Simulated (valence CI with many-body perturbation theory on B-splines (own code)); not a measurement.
**Energy levels of As20+**

Computed by valence CI with perturbative core correlation (CI+MBPT): three valence electrons over a frozen Dirac-Fock core [Ne], a basis of 9 s, 9 p, 8 d, 6 f, 3 g, 1 h functions for each j, with the one-electron correlation potential Σ1 (screened to all orders), the two-electron term Σ2, the three-electron term Σ3, Breit, model QED; selected single and double excitations, second order for the rest, scaled by the run's own slope (own B-spline code, finite nucleus).

No measured spectrum was set against this ion. As an estimate, levels of excited configurations hold to 0.05 to 0.15 % of their energy, terms of the ground configuration to about 0.5 %.

Levels 1 to 32 of 32, with energies above the lowest level, 3s2.3p 2P°_1/2. "Leading %" is the weight of the configuration and term that name the level; weights of strongly mixed levels are sums over their largest components and can fall short, so below about 35 % the name and the second component can differ from the true leading terms, or belong to a minority configuration. In the jj column 3d3/2^4 stands for four electrons in 3d with j = 3/2. Lifetimes count E1, E2, E3, M1 and M2 decay at the calculated energies, and are blank where another channel may lead or the interval is too uncertain; long ones can be off by a factor of two.

```csv
No.,Configuration,Term,J,E (cm⁻¹),Leading %,Leading jj,Lifetime
1,3s2.3p,2P°,1/2,0,98,3s^2 3p1/2 (98 %),
2,3s2.3p,2P°,3/2,63585,98,3s^2 3p3/2 (98 %),431 μs
3,3s.3p2,4P,1/2,351870,94,3s 3p1/2^2 (65 %),2.82 ns
4,3s.3p2,4P,3/2,383130,98,3s 3p1/2 3p3/2 (94 %),19.0 ns
5,3s.3p2,4P,5/2,410060,88,3s 3p1/2 3p3/2 (66 %),3.27 ns
6,3s.3p2,2D,3/2,483410,83,3s 3p1/2 3p3/2 (70 %),149 ps
7,3s.3p2,2D,5/2,499460,77,3s 3p3/2^2 (61 %),297 ps
8,3s.3p2,2P,1/2,561140,53,3s 3p1/2 3p3/2 (50 %),20.4 ps
9,3s.3p2,2S,1/2,624640,52,3s 3p3/2^2 (75 %),20.8 ps
10,3s.3p2,2P,3/2,636390,92,3s 3p3/2^2 (66 %),13.4 ps
11,3s2.3d,2D,3/2,720500,84,3s^2 3d3/2 (84 %),13.4 ps
12,3s2.3d,2D,5/2,729070,86,3s^2 3d5/2 (86 %),16.5 ps
13,3p3,2D°,3/2,895580,44,3p1/2^2 3p3/2 (69 %),51.2 ps
14,3p3,2D°,5/2,922060,66,3p1/2 3p3/2^2 (66 %),129 ps
15,3p3,4S°,3/2,930990,70,3p1/2 3p3/2^2 (80 %),20.0 ps
16,3s.3p.3d,4F°,3/2,979520,95,3s 3p1/2 3d3/2 (84 %),449 ps
17,3s.3p.3d,4F°,5/2,992840,94,3s 3p1/2 3d3/2 (44 %),409 ps
18,3p3,2P°,1/2,1012200,81,3p1/2 3p3/2^2 (81 %),30.9 ps
19,3s.3p.3d,4F°,7/2,1013200,94,3s 3p1/2 3d5/2 (54 %),412 ps
20,3p3,2P°,3/2,1035700,55,3p3/2^3 (61 %),31.3 ps
21,3s.3p.3d,4F°,9/2,1045700,100,3s 3p3/2 3d5/2 (100 %),
22,3s.3p.3d,4P°,5/2,1051200,58,3s 3p1/2 3d5/2 (88 %),22.3 ps
23,3s.3p.3d,4D°,3/2,1056500,62,3s 3p1/2 3d3/2 (44 %),17.3 ps
24,3s.3p.3d,4D°,1/2,1058000,88,3s 3p1/2 3d3/2 (71 %),14.8 ps
25,3s.3p.3d,4D°,7/2,1094700,93,3s 3p3/2 3d5/2 (64 %),16.8 ps
26,3s.3p.3d,4D°,5/2,1095800,65,3s 3p3/2 3d3/2 (68 %),16.3 ps
27,3s.3p.3d,4P°,3/2,1097800,59,3s 3p3/2 3d3/2 (85 %),19.1 ps
28,3s.3p.3d,4P°,1/2,1097900,91,3s 3p3/2 3d3/2 (96 %),21.8 ps
29,3s.3p.3d,2D°,3/2,1112300,66,3s 3p3/2 3d3/2 (30 %),16.6 ps
30,3s.3p.3d,2D°,5/2,1113100,36,3s 3p3/2 3d5/2 (46 %),21.7 ps
31,3s.3p.3d,2F°,5/2,1135700,67,3s 3p3/2 3d5/2 (40 %),27.8 ps
32,3s.3p.3d,2F°,7/2,1180700,99,3s 3p3/2 3d5/2 (65 %),29.6 ps
```

Names give the largest LS component (configuration and term), which can be under half, so a name can repeat, a term be missing and a line seem to break the LS rules; names also repeat where a configuration has a term twice.

The ionisation energy to 3s2 1S_0 of the next ion comes out as 819.95 eV (NIST: 814 ± 4 eV (semi-empirical)). All 32 levels together are meant to be complete up to 1181100 cm⁻¹.
